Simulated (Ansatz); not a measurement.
A further run on SnO3H2.

```yaml
crystal:
  periodic: [false, false, false]
  atoms:
    - {symbol: Sn, position_ang: [-0.075397, 1.291706, 0.490306]}
    - {symbol: O, position_ang: [0.490797, -0.292312, -1.288523]}
    - {symbol: O, position_ang: [1.150326, -0.397059, 0.045252]}
    - {symbol: O, position_ang: [-1.542492, 0.177878, 1.324491]}
    - {symbol: H, position_ang: [-1.270916, -0.763224, 1.279764]}
    - {symbol: H, position_ang: [1.247673, -0.016979, -1.851280]}
basis:
  gaussian: {orbitals: def2-TZVPP}
hamiltonian: {xc: {name: PBE0}, dispersion: d3bjatm}
output: {forces: true}
```

```sh
$ ansatz run in.yaml --threads 4 --pin off --events-out ev --progress --plain --max-ram 3916MiB
```

Shortened log:

```
Functional definition: PBE0
1032 factors; their error is unknown
mean field evaluation 1: about -11990.8460 eV, gradient 7.2e1 eV
mean field evaluation 2: about -11924.2941 eV, gradient 1.7e2 eV
mean field evaluation 4: about -11999.6914 eV, gradient 1.5e1 eV
mean field evaluation 8: about -12000.1026 eV, gradient 1.2e-1 eV
mean field evaluation 16: about -12000.1957 eV, gradient 4.9e-3 eV
mean field -12000.19569256 eV, -440.9990576766 hartree, gradient 5.2e-5 eV, S^2 0.000000; 0 other end points of the search recorded, 0 dependent functions left out
reference -12000.19572210 eV, -440.9990587625 hartree; 24, 24 occupied and 147, 147 virtual orbitals, 1032 factors
Total energy: -12000.28287097 eV, -441.0022614241 hartree
Atom 0 at    -0.075397     1.291706     0.490306 Å, force    -0.241899    -1.172305     0.092609 eV/Å
Atom 1 at     0.490797    -0.292312    -1.288523 Å, force     0.926990     0.369883     0.230346 eV/Å
Atom 2 at     1.150326    -0.397059     0.045252 Å, force    -0.657188     0.612373    -0.449788 eV/Å
Atom 3 at    -1.542492     0.177878     1.324491 Å, force     0.987496    -0.354863    -0.445160 eV/Å
Atom 4 at    -1.270916    -0.763224     1.279764 Å, force    -0.314059     0.832541     0.050579 eV/Å
Atom 5 at     1.247673    -0.016979    -1.851280 Å, force    -0.701341    -0.287629     0.521414 eV/Å
Dipole moment:     0.324943     0.469010    -0.266366 e Å
```

Hardware: 4 threads of Arm Neoverse V1 on a shared host. Wall time 1.8 s.

In the def2 sets Sn takes a core potential; there is no spin–orbit coupling.
